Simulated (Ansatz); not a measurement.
`C=C[SiH2]BF` + H₂ → `FB[SiH3]` + ethylene at 298.15 K and 1 bar (hydrogenolysis of the Si–C bond).

Computed with Ansatz on PBE0-D4/def2-TZVP structures; ΔE is electronic, products minus reactants. CCSD(T)/CBS is the MP2 limit (def2-TZVPP, def2-QZVPP) plus CCSD(T) − MP2 in def2-TZVPP, frozen cores. This one scheme is used for every species. Each species was taken in one conformer, which may not be the lowest.

| species | CCSD(T)/CBS energy (Eh) | H − E (kJ/mol) | S (J/(mol·K)) |
| --- | --- | --- | --- |
| `C=C[SiH2]BF` | -493.38747 | 216.8 | 353.1 |
| H₂ | -1.17544 | 35.1 | 130.4 |
| `FB[SiH3]` | -416.08982 | 118.1 | 297.3 |
| `C=C` | -78.48111 | 144.6 | 218.9 |

H − E and S are ideal-gas, rigid-rotor, harmonic terms from PBE0-D4/def2-TZVP, for one conformer and one mirror image of each species. For small species the MP2-based limit differs from directly extrapolated CCSD(T) by up to some mEh (0.8 for H₂); such offsets cancel only in part. 1 Eh = 2625.50 kJ/mol, R = 8.31446 J/(mol·K).

Problem. By hand: ΔE, ΔH, ΔS and ΔG.

Solution. ΔE = (-416.08982) + (-78.48111) − (-493.38747) − (-1.17544) = -0.00802 Eh = -21.1 kJ/mol. Δ(H − E) = 118.1 + 144.6 − 216.8 − 35.1 = 10.8, so ΔH = -10.3 kJ/mol. ΔS = 297.3 + 218.9 − 353.1 − 130.4 = 32.7 J/(mol·K). ΔG = -10.3 − 298.15 × (32.7)/1000 = -20.0 kJ/mol.

Problem. By hand: the equilibrium constant, and the temperature at which ΔG would vanish if ΔH and ΔS stayed fixed.

Solution. log₁₀ K = −ΔG/(RT ln 10) = 3.5. ΔH and −TΔS have one sign here, so there is no such temperature.

TΔS isn't small against ΔH here. A doubt of 5 kJ/mol in ΔE shifts log₁₀ K by 0.9 here. Other conformers and mirror images would add mixing entropy, several J/(mol·K) or more a flexible species. Modes under 60 cm⁻¹, often nearly free rotors, make the harmonic entropy too high. These are equilibria of isolated gas molecules and say nothing of rates. Largest T1 diagnostic: 0.014 (customary marks: 0.02 for closed shells, 0.045 for open ones).
